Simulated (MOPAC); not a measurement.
Input for MOPAC: PM7 on H5NSiSn (SMILES [NH2][Sn][SiH3]), a point of a torsion scan.

```
PM7 1SCF PRECISE CHARGE=0 THREADS=1
H5NSiSn

N      1.92649114 1    -0.14594576 1     0.11974766 1
Sn     0.61844654 1    -0.07166145 1     1.66271785 1
Si    -1.44198337 1     0.08477042 1     0.06788595 1
H      2.92732264 1    -0.22104058 1     0.22801096 1
H      1.73776849 1    -0.11078616 1    -0.87101777 1
H     -2.16440955 1    -1.18575062 1    -0.14018270 1
H     -2.52104300 1     0.99919022 1     0.48865908 1
H     -1.15220175 1     0.52639654 1    -1.30852932 1
```

It printed:

```
*******************************************************************************
 **                                                                           **
 **                              MOPAC v23.2.5                                **
 **                                                                           **
 *******************************************************************************
 ** MOPAC's Digital Object Identifier: https://doi.org/10.5281/zenodo.6511958 **
 **                                                                           **
 ** Please cite the open-source release paper for use of this MOPAC version:  **
 ** J. E. Moussa and J. J. P. Stewart (2026)                                  **
 ** MOPAC: An open-source semiempirical molecular orbital program             **
 ** J. Open Source Softw., 11(119), 8025, https://doi.org/10.21105/joss.08025 **
 *******************************************************************************

                              PM7 CALCULATION RESULTS

 *******************************************************************************
 *  PM7        - The PM7 Hamiltonian to be used
 *
 *
 *
 *                 CHARGE ON SYSTEM = 0
 *
 *
 *
 *  PRECISE    - TIGHTER CRITERIA TO BE USED
 *  1SCF       - DO 1 SCF AND THEN STOP
 *  THREADS=1  - MULTI-THREADING NOT USED
 *  T=         - A TIME OF 172800.0 SECONDS REQUESTED
 *  DUMP=N     - RESTART FILE WRITTEN EVERY 7200.0 SECONDS REQUESTED
 *******************************************************************************
PM7 1SCF PRECISE CHARGE=0 THREADS=1
 H5NSiSn

   ATOM   CHEMICAL          X               Y               Z
  NUMBER   SYMBOL      (ANGSTROMS)     (ANGSTROMS)     (ANGSTROMS)

     1       N          1.92649114  *  -0.14594576  *   0.11974766  *
     2      Sn          0.61844654  *  -0.07166145  *   1.66271785  *
     3      Si         -1.44198337  *   0.08477042  *   0.06788595  *
     4       H          2.92732264  *  -0.22104058  *   0.22801096  *
     5       H          1.73776849  *  -0.11078616  *  -0.87101777  *
     6       H         -2.16440955  *  -1.18575062  *  -0.14018270  *
     7       H         -2.52104300  *   0.99919022  *   0.48865908  *
     8       H         -1.15220175  *   0.52639654  *  -1.30852932  *



          CARTESIAN COORDINATES

    NO.       ATOM           X           Y           Z

     1         N          1.9265     -0.1459      0.1197
     2        Sn          0.6184     -0.0717      1.6627
     3        Si         -1.4420      0.0848      0.0679
     4         H          2.9273     -0.2210      0.2280
     5         H          1.7378     -0.1108     -0.8710
     6         H         -2.1644     -1.1858     -0.1402
     7         H         -2.5210      0.9992      0.4887
     8         H         -1.1522      0.5264     -1.3085

 General Reference for PM7:
 "Optimization of Parameters for Semiempirical Methods VI: More Modifications to the
 NDDO Approximations and Re-optimization of Parameters", J. J. P. Stewart, J. Mol. Mod., 1:32, 19 (2013)
 https://link.springer.com/article/10.1007/s00894-012-1667-x

           Empirical Formula: H5 N Sn Si  =     8 atoms



      MOLECULAR POINT GROUP   :   C1


      RHF CALCULATION, NO. OF DOUBLY OCCUPIED LEVELS = 9


 -------------------------------------------------------------------------------
 PM7 1SCF PRECISE CHARGE=0 THREADS=1
 H5NSiSn



     1SCF WAS SPECIFIED, SO BFGS WAS NOT USED
     SCF FIELD WAS ACHIEVED


                              PM7 CALCULATION
                                                       MOPAC v23.2.5 Linux




          FINAL HEAT OF FORMATION =         36.72621 KCAL/MOL =     153.66247 KJ/MOL


          COSMO AREA              =        134.31 SQUARE ANGSTROMS
          COSMO VOLUME            =        130.74 CUBIC ANGSTROMS

          IONIZATION POTENTIAL    =          9.222374 EV
          HOMO LUMO ENERGIES (EV) =         -9.222  1.532
          NO. OF FILLED LEVELS    =          9
          MOLECULAR WEIGHT        =        165.8217         POINT GROUP:  C1

          MOLECULAR DIMENSIONS (Angstroms)

            Atom       Atom       Distance
            H     7    H     4     5.58942
           Sn     2    H     8     3.06101
            H     6    H     7     2.08782


          SCF CALCULATIONS        =          1





   ATOM   CHEMICAL          X               Y               Z
  NUMBER   SYMBOL      (ANGSTROMS)     (ANGSTROMS)     (ANGSTROMS)

     1       N          1.92649114  *  -0.14594576  *   0.11974766  *
     2      Sn          0.61844654  *  -0.07166145  *   1.66271785  *
     3      Si         -1.44198337  *   0.08477042  *   0.06788595  *
     4       H          2.92732264  *  -0.22104058  *   0.22801096  *
     5       H          1.73776849  *  -0.11078616  *  -0.87101777  *
     6       H         -2.16440955  *  -1.18575062  *  -0.14018270  *
     7       H         -2.52104300  *   0.99919022  *   0.48865908  *
     8       H         -1.15220175  *   0.52639654  *  -1.30852932  *

                             CARTESIAN COORDINATES

   1    N        1.926491140    -0.145945760     0.119747660
   2   Sn        0.618446540    -0.071661450     1.662717850
   3   Si       -1.441983370     0.084770420     0.067885950
   4    H        2.927322640    -0.221040580     0.228010960
   5    H        1.737768490    -0.110786160    -0.871017770
   6    H       -2.164409550    -1.185750620    -0.140182700
   7    H       -2.521043000     0.999190220     0.488659080
   8    H       -1.152201750     0.526396540    -1.308529320


           Empirical Formula: H5 N Sn Si  =     8 atoms



      MOLECULAR POINT GROUP   :   C1


                  EIGENVALUES
 -34.36368 -17.67625 -15.71912 -14.37123 -11.77616 -11.74148 -10.56643  -9.54091
  -9.22237   1.53225   1.78728   2.41176   3.14169   3.37817   6.61238   7.25417
   8.55287  20.67959  20.68873  20.80615  21.57973  21.59577


              NET ATOMIC CHARGES AND DIPOLE CONTRIBUTIONS

  ATOM NO.   TYPE          CHARGE      No. of ELECS.   s-Pop       p-Pop       d-Pop
    1          N          -1.036267        6.0363     1.60221     4.43405
    2         Sn           0.736833        3.2632     1.75658     1.50659
    3         Si          -0.205391        4.2054     0.93039     3.18879     0.08621
    4          H           0.272493        0.7275     0.72751
    5          H           0.282183        0.7178     0.71782
    6          H          -0.014413        1.0144     1.01441
    7          H          -0.013604        1.0136     1.01360
    8          H          -0.021834        1.0218     1.02183
 DIPOLE           X         Y         Z       TOTAL
 POINT-CHG.     0.645    -0.089     4.454     4.502
 HYBRID         1.198    -0.023    -4.793     4.941
 SUM            1.842    -0.112    -0.339     1.877


          ATOMIC ORBITAL ELECTRON POPULATIONS

     Atom    s        px        py        pz      x^2-y^2     xz        z^2       yz        xy
    1  N   1.60221   1.27210   1.88218   1.27977
    2 Sn   1.75658   0.58053   0.11874   0.80732
    3 Si   0.93039   1.13422   0.98483   1.06974   0.00995   0.01180   0.02741   0.00938   0.02767
    4  H   0.72751
    5  H   0.71782
    6  H   1.01441
    7  H   1.01360
    8  H   1.02183

 **********************
 *                    *
 * JOB ENDED NORMALLY *
 *                    *
 **********************




 == MOPAC DONE ==
```

The run finished.

Cost: roughly 0.05 core-seconds.
